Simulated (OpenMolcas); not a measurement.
A calculation on Cl²⁺.

```
Program             : OpenMolcas 26.06
Method              : SS-CASPT2, IPEA 0.25 Eh, imaginary shift 0.1 Eh (closed shells correlated: 2s 2p)
Basis               : ANO-RCC-VTZP [5s4p2d1f]
Scalar Hamiltonian  : DKH2, point nucleus
Active space        : 5 electrons in 4 orbitals (3s 3p)
State averaging     : 2S+1 = 4 odd, 1 root; 2S+1 = 2 odd, 11 roots; 2S+1 = 4 even, 3 roots; 2S+1 = 2 even, 9 roots
Spin-orbit coupling : state interaction with AMFI integrals over the reference wave functions, term energies averaged over their components
```

Q: Which level of the active space comes out lowest?

A: 3s2 3p3 4S* 3/2, with 100 % of that term; it is also the measured ground level.

Q: How high does 3p5 2P* 3/2 lie?

A: 265210 cm-1 above the lowest level.

Q: How high does 3s 3p4 2S 1/2 lie?

A: 163220 cm-1 above the lowest level.

Q: How high does 3s 3p4 2D 5/2 lie?

A: 134480 cm-1 above the lowest level.

Measured values: Moore, Atomic Energy Levels, vol. I, NSRDS-NBS 35 (1971 reprint of NBS Circular 467, 1949).

CASPT2 breaks the degeneracy within a term, and the mean is taken; among the terms shown or strongly mixed into the levels shown the widest spread is 1200 cm-1 (3s 3p4 2D). Over all roots computed the reference weight is 0.87 to 0.96; the roots of lowest weight are the least certain, and an intruder state may touch them. Terms of s pⁿ other than that of highest spin mix with s² pⁿ⁻² d, which this space lacks; all of them can be thousands of cm-1 off, and some have no real level of that name. Measured partners are found by configuration, term and J. A level has none where our copy of the source lacks it or the pairing is in doubt (some pairs that miss far off the trend of their configuration count as doubtful), and it then counts in no deviation. Only configurations of the active space appear.

* marks odd parity.
